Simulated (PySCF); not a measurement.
Estimate the missing entries of this data sheet.

Species: C6H10O2.
SMILES: `C/C=C/[C@@H]1OC[C@H]1O`

Conformer (atom-mapped SMILES and torsion angles): `[CH3:1]/[CH:2]=[CH:3]/[C@@H:4]1[O:5][CH2:6][C@H:7]1[OH:8]`: C2–C3–C4–O5 179°, H–O8–C7–C6 50°.

```tsv
property	level	value
point group of the GFN2-xTB geometry	GFN2-xTB	?
rotational constants A, B, C of the GFN2-xTB geometry	GFN2-xTB	?
dipole moment	PBE0/pcSseg-1	0.70 D
HOMO energy	PBE0/pcSseg-1	?
LUMO energy	PBE0/pcSseg-1	0.21 eV
13C chemical shifts (computed TMS as zero) by class	GIAO PBE0/pcSseg-1	?
1H chemical shifts (computed TMS as zero) by class	GIAO PBE0/pcSseg-1	?
isotropic shieldings of nuclei other than C and H, by class	GIAO PBE0/pcSseg-1	?
```

Electronic properties: PySCF, gas phase, density fitting. GFN2-xTB frequencies show an imaginary mode (47i cm⁻¹), so this geometry is no minimum at that level. NMR classes are plain means over equivalent atoms (diastereotopic ones count apart unless rotation or inversion swaps them), as if these changed places fast; in this geometry the members of some classes differ.

**Question.** The HOMO energy?

**Answer.** -6.91 eV.

**Question.** Give the rotational constants A, B, C of the GFN2-xTB geometry.

**Answer.** 3.918, 1.152, 0.960 GHz.

**Question.** The isotropic shieldings of nuclei other than C and H, by class?

**Answer.** 258 (1 O), 313 (1 O) ppm.

**Question.** What are the 13C chemical shifts (computed TMS as zero) by class?

**Answer.** 144.2 (1 C), 131.2 (1 C), 96.5 (1 C), 82.2 (1 C), 81.9 (1 C), 22.4 (1 C) ppm.

**Question.** What are the 1H chemical shifts (computed TMS as zero) by class?

**Answer.** 6.33 (1 H), 5.83 (1 H), 5.14 (1 H), 4.94 (1 H), 4.35 (1 H), 4.21 (1 H), 1.90 (3 H), 1.11 (1 H) ppm.

**Question.** What is the point group of the GFN2-xTB geometry?

**Answer.** C1.

The rotational constants make it an asymmetric top with κ = (2B − A − C)/(A − C) = -0.87, nearer the prolate limit (−1). With B = h/(8π²I), that is 505.379 GHz u Å² over I, the principal moments of inertia are 129.0, 438.5 and 526.4 u Å² (most abundant isotopes). A dipole of 0.70 D is allowed in C1, and pure rotational transitions are dipole-allowed. The dipole matches unit charges of opposite sign 0.15 Å apart (1 e·Å = 4.8032 D).

One conformer stands for the species.
